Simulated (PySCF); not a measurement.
**Computed properties of B(H)2(OMe) (CH₅BO), SMILES O(C)B**

CH5BO, SMILES BOC. Coordinates come from a PBE0-D3(BJ)/def2-TZVP optimisation. One conformer was computed; it need not be the lowest. All values are computed for the isolated molecule unless a solvent is named; none is compared with measurement here.

**Structure.** The optimised structure has Cs symmetry. All 18 harmonic modes at PBE0-D3(BJ)/def2-TZVP (PySCF) are real, so it is a minimum. With heavy atoms numbered as in [BH2:1][O:4][CH3:5], the shortest bond between them is B1–O4 at 1.339 Å and the longest O4–C5 at 1.413 Å.

**Vibrations.** The strongest infrared lines (harmonic, unscaled, degenerate partners summed) lie at 1402 cm⁻¹ (215 km/mol, B 32 %, H 31 %, O 25 %, C 12 %), 2650 cm⁻¹ (171 km/mol, H 88 %, B 12 %), 2541 cm⁻¹ (108 km/mol, H 95 %). The softest mode is at 146 cm⁻¹ and the zero-point energy is 40.0 kcal/mol.

**Electronic structure.** ωB97X/def2-TZVPD (PySCF) places the frontier levels at -11.12 and 1.71 eV, a gap of 12.83 eV, and gives a dipole moment of 1.63 D and a mean polarisability of 33.5 bohr³.

**Excitations.** TDDFT-ωB97X/def2-SVPD (PySCF) has S1 at 6.53 eV (190 nm, f = 0.000, dark); the most intense of the 10 singlets computed lies at 8.59 eV (f = 0.18). T1 (TDA) is at 6.03 eV. No vertical singlet excitation falls in the visible range (under 3.1 eV).

**NMR.** GIAO shifts at PBE0/pcSseg-2 (PySCF) (non-relativistic, atoms alike by connectivity averaged): ¹³C at 67.6 ppm against TMS; ¹H from 4.1 to 5.3 ppm against TMS; ¹¹B at 38.2 ppm against BF3.
